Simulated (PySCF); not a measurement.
How the method changes the constants of SiSe

State: ¹Σ⁺ (singlet), closed shell. Set-up: basis Si def2-TZVPPD, Se def2-TZVPPD; no relativity; PySCF 2.14. De refers to Si + Se in their high-spin ground configurations, without counterpoise correction. A positive dipole means Si(−)Se(+).

```csv
Level,Re (Å),ωe (cm⁻¹),De (eV),μ (D)
RHF,2.044,632,3.28,-1.94
RHF-MP2,2.069,589,5.65,n/a
RHF-SCS-MP2,2.069,590,5.51,n/a
RHF-CCSD,2.062,602,5.14,n/a
RHF-CCSD(T),2.076,578,5.44,n/a
PBE,2.085,560,5.82,-1.26
TPSS,2.077,569,5.68,-1.25
r²SCAN,2.068,583,5.66,-1.27
PBE0,2.061,594,5.53,-1.41
r²SCAN0,2.053,605,5.40,-1.44
M06,2.058,594,5.72,-1.41
MN15,2.042,610,5.59,-1.48
M06-2X,2.061,601,5.47,-1.71
LC-ωPBE,2.031,637,5.14,-1.51
```

(1) Which functional lies closest to RHF-CCSD(T) in De, which farthest, and by how much do they differ from it?

(2) What does a quarter of exact exchange do here, going from PBE to PBE0?

(3) What does the step from GGA to meta-GGA do here, going from PBE to r²SCAN?

Correlated steps freeze 14 core orbitals. Where the molecule has an RHF reference, its open-shell atoms are computed with UHF.

The whole job (state search and all levels along the bond) took about 5.7 min on 2 threads of Intel Xeon Platinum 8488C (shared host), peak memory 3.2 GiB.

Results:

(1) Closest is M06-2X (-1.5 pm in Re, +4.0 % in ωe, +0.03 eV in De against RHF-CCSD(T) in the same basis), farthest PBE (+0.9 pm in Re, -3.1 % in ωe, +0.38 eV in De). CCSD(T) converges more slowly with the basis than the functionals do and binds too weakly in this one, so the order can change at the basis-set limit.

(2) PBE0 less PBE: -2.4 pm in Re, +6.1 % in ωe, -0.29 eV in De. Exact exchange removes part of the self-interaction that spreads semilocal densities, and in most molecules shortens and stiffens the bond and lowers De; so it does here.

(3) r²SCAN less PBE: -1.7 pm in Re, +4.1 % in ωe, -0.16 eV in De.
